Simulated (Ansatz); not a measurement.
Species: ethylenediamine, C₂H₈N₂, charge 0, multiplicity 1. SMILES: NCCN
Structure (B3LYP-D3(BJ)/def2-TZVP (Ansatz, a program for electronic structure) minimum search):
```
C
H 1 1.0913
H 1 1.1021 2 106.72
N 1 1.4625 2 108.58 3 122.90
H 4 1.0123 1 110.90 2 -54.22
H 4 1.0137 5 107.05 1 120.96
C 1 1.5216 2 108.57 3 -117.10
H 7 1.0913 1 108.57 2 -57.72
H 7 1.1021 8 106.72 1 117.10
N 7 1.4625 8 108.58 9 122.90
H 10 1.0123 7 110.90 8 -54.22
H 10 1.0137 11 107.05 7 120.96
```

CCSD(T) with Ansatz in growing basis sets, 26 correlated electrons. Correlated levels leave the core frozen unless marked. Open shells are spin-unrestricted. No spin-orbit coupling. Non-relativistic. Costs are ratios of core time to the smallest set, on shared machines of one kind, and rough; they hold the program's checks for lower states.

```json
[
 {"basis": "cc-pVDZ", "functions": "96", "cost over smallest": "1×", "E(corr) (Eh)": "-0.7018", "electronic atomisation energy (kcal/mol)": "953.3"},
 {"basis": "cc-pVTZ", "functions": "232", "cost over smallest": "10×", "E(corr) (Eh)": "?", "electronic atomisation energy (kcal/mol)": "?"}
]
```

### Question
What does the step to cc-pVTZ buy, and how does its cost grow by formal scaling?

### Answer
Formally CCSD grows as o²v⁴ and (T) as o³v⁴; with o = 13 and v going from 79 to 215 both grow 55-fold in the last step, while integrals and the mean field grow more slowly. That step adds 153.5 mEh of correlation energy and 59.5 kcal/mol to the atomisation energy. Row: E(corr) (Eh) -0.8553, electronic atomisation energy (kcal/mol) 1012.8.
